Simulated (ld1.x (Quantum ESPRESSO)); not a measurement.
germanium (Ge): excitation energies, all-electron against TM

```json
{
 "Element": "Ge",
 "Generator": "ld1.x (Quantum ESPRESSO) 7.5",
 "Type": "norm-conserving Troullier–Martins (Kleinman–Bylander form)",
 "Functional": "LDA (PZ)",
 "Relativity": "scalar-relativistic",
 "Frozen core": "[Ar]",
 "Valence charge": "14",
 "Reference configuration": "3d10 4s1.75 4p2.25",
 "Partial waves": "4s (bound): rc 1.25 bohr; 3d (bound): rc 0.80 bohr; 4p (bound): rc 1.50 bohr",
 "Local potential": "the p channel",
 "Core correction": "none"
}
```

Energies are relative to the spin-unpolarised reference configuration 3d10 4s1.75 4p2.25; without spin polarisation the order of configurations can differ from experiment. Spin-polarised rows fill each open shell by Hund’s rule, majority spin first. Not all tests gave a result: 5 of 9 tests not solved or not reliable. Left out of the table: 3d10 4s2 4p2 (solver errors, printed error +0.3 meV); 3d10 4s2 4p1 (solver errors, printed error -0.7 meV); 3d10 4s2 4p0 (solver errors, printed error -4.9 meV); 3d9 4s2 4p3 (solver errors, printed error -827 meV); 3d10 4s1.75 4p2.25 (spin-polarised) (solver errors, printed error +12 meV).

Problem. Give the all-electron excitation energy and the error of the potential for: 3d10 4s0 4p4; 3d10 4s2 4p1.5; 3d9 4s2 4p2; 3d10 4s2 4p2 (spin-polarised).

Solution.

```csv
valence configuration,charge,ΔE all-electron (eV),error AE − PS (meV)
3d10 4s0 4p4,0,14.376,+5.1
3d10 4s2 4p1.5,+0.5,0.905,-0.2
3d9 4s2 4p2,+1,36.963,-772
3d10 4s2 4p2 (spin-polarised),0,-2.547,+6.3
```

Levels in the configuration 3d9 4s2 4p2:

```
level  all-electron (eV)  pseudo (eV)
   3d            -48.984      -50.522
   4s            -22.972      -22.974
   4p            -13.373      -13.309
```
